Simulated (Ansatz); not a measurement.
`[NH2][Ge]([F])([F])[F]` + HBr → `[F][Ge]([F])([F])[Br]` + NH₃ at 600 K and 1 bar (ligand exchange at a Ge–N bond).

Gas-phase electronic energies from Ansatz, PBE0-D4/def2-TZVP geometries. CCSD(T)/CBS is the MP2 limit (def2-TZVPP, def2-QZVPP) plus CCSD(T) − MP2 in def2-TZVPP, frozen cores. This one scheme is used for every species. For Br, Ge outer-core shells are correlated without core-valence functions, which leaves a few kJ/mol of doubt a bond. Scalar relativity is left out up to krypton. One conformer a species, not always the lowest.

```json
{"species": "`[NH2][Ge]([F])([F])[F]`", "CCSD(T)/CBS energy (Eh)": "-2431.53610", "H − E (kJ/mol)": "141.4", "S (J/(mol·K))": "422.2"}
{"species": "HBr", "CCSD(T)/CBS energy (Eh)": "-2573.91920", "H − E (kJ/mol)": "33.5", "S (J/(mol·K))": "219.1"}
{"species": "`[F][Ge]([F])([F])[Br]`", "CCSD(T)/CBS energy (Eh)": "-4948.96178", "H − E (kJ/mol)": "69.6", "S (J/(mol·K))": "404.4"}
{"species": "NH₃", "CCSD(T)/CBS energy (Eh)": "-56.50880", "H − E (kJ/mol)": "112.4", "S (J/(mol·K))": "219.5"}
```

H − E and S are ideal-gas, rigid-rotor, harmonic terms from PBE0-D4/def2-TZVP, for one conformer and one mirror image of each species. 1 Eh = 2625.50 kJ/mol, R = 8.31446 J/(mol·K).

Q: By hand: ΔE, ΔH, ΔS and ΔG.

A: ΔE = (-4948.96178) + (-56.50880) − (-2431.53610) − (-2573.91920) = -0.01528 Eh = -40.1 kJ/mol. Δ(H − E) = 69.6 + 112.4 − 141.4 − 33.5 = 7.1, so ΔH = -33.0 kJ/mol. ΔS = 404.4 + 219.5 − 422.2 − 219.1 = -17.4 J/(mol·K). ΔG = -33.0 − 600 × (-17.4)/1000 = -22.6 kJ/mol.

Q: By hand: the equilibrium constant, and the temperature at which ΔG would vanish if ΔH and ΔS stayed fixed.

A: log₁₀ K = −ΔG/(RT ln 10) = 2.0. ΔG = 0 at ΔH/ΔS = 1897 K, though so small a ΔS makes that figure unsure.

ΔH outweighs TΔS. A doubt of 5 kJ/mol in ΔE shifts log₁₀ K by 0.4 here. Other conformers and mirror images would add mixing entropy, several J/(mol·K) or more a flexible species. These are equilibria of isolated gas molecules and say nothing of rates. Largest T1 diagnostic: 0.012 (customary marks: 0.02 for closed shells, 0.045 for open ones).
